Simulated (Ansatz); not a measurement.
Q: Name a neutral molecule of C, F, O and H with LUMO energy (B3LYP/def2-TZVPP) between 0.30 and 0.60 eV and HOMO energy (B3LYP/def2-TZVPP) between -8.70 and -8.40 eV (Ansatz, PBE0-D4/def2-TZVP geometry).

A: `OCC(F)(F)C(F)F` (0.33 eV, -8.55 eV). Other molecules can fit too; these were computed, each in one conformer that needn't be the lowest.

B3LYP here is the variant with VWN-RPA as its local correlation; programs differ in this.
